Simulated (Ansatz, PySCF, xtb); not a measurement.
Scan of H₃P (cation, charge +1), doublet: umbrella (inversion) coordinate, bond length relaxed. Scanned: angle between the P-H bonds and the threefold axis (90 = planar). Other coordinates (P-H bond length) were minimised at PBE0/def2-TZVP.

Levels of theory: UKS-B3LYP/3-21G = unrestricted B3LYP/3-21G (PySCF); GFN1-xTB (xtb); UKS-B3LYP/6-31G* = unrestricted B3LYP/6-31G*, spherical d (PySCF 2.14.0); FCI/def2-SVP = Ansatz (a first-principles code) with full CI/def2-SVP, frozen core.

Energies relative to the lowest point of each profile, in kcal/mol; the last columns give the difference from FCI:

| a / ° | UKS-B3LYP/3-21G | GFN1-xTB | UKS-B3LYP/6-31G* | FCI/def2-SVP | UKS-B3LYP/3-21G − FCI/def2-SVP | GFN1-xTB − FCI/def2-SVP | UKS-B3LYP/6-31G* − FCI/def2-SVP |
|---|---|---|---|---|---|---|---|
| 92.59 | 1.1 | 3.9 | 2.9 | 2.6 | -1.5 | 1.3 | 0.3 |
| 95.41 | 0.8 | 3.2 | 2.3 | 2.0 | -1.2 | 1.1 | 0.3 |
| 98.92 | 0.3 | 2.0 | 1.3 | 1.0 | -0.8 | 0.9 | 0.3 |
| 101.34 | 0.0 | 1.1 | 0.6 | 0.4 | -0.4 | 0.7 | 0.2 |
| 105.39 | 0.0 | 0.1 | 0.0 | 0.0 | 0.0 | 0.1 | 0.0 |
| 107.76 | 0.5 | 0.0 | 0.2 | 0.3 | 0.2 | -0.3 | -0.1 |
| 111.49 | 2.2 | 0.7 | 1.6 | 1.9 | 0.3 | -1.3 | -0.4 |
| 113.53 | 3.8 | 1.6 | 3.0 | 3.5 | 0.2 | -1.9 | -0.5 |
| 116.61 | 7.1 | 3.9 | 6.3 | 7.0 | 0.1 | -3.1 | -0.7 |
| 119.68 | 11.6 | 7.3 | 10.9 | 11.7 | -0.1 | -4.4 | -0.8 |
| 123.65 | 19.7 | 13.6 | 19.3 | 20.1 | -0.3 | -6.5 | -0.8 |
| 126.59 | 27.6 | 19.9 | 27.2 | 28.0 | -0.3 | -8.1 | -0.7 |
| 128.98 | 35.4 | 26.0 | 35.0 | 35.4 | -0.1 | -9.4 | -0.5 |
| 132 | 47.1 | 35.4 | 46.5 | 46.3 | 0.7 | -10.9 | 0.2 |

UKS-B3LYP/3-21G is furthest from FCI/def2-SVP at 92.59 (-1.5 kcal/mol, below); its mean absolute difference over the points is 0.4 kcal/mol.

GFN1-xTB is furthest from FCI/def2-SVP at 132 (-10.9 kcal/mol, below); its mean absolute difference over the points is 3.6 kcal/mol.

UKS-B3LYP/6-31G* is furthest from FCI/def2-SVP at 123.65 (-0.8 kcal/mol, below); its mean absolute difference over the points is 0.4 kcal/mol.

The scan ran from 90.0 to 132.0; beyond the range shown the relaxed coordinates jump or full CI changes its symmetry label.
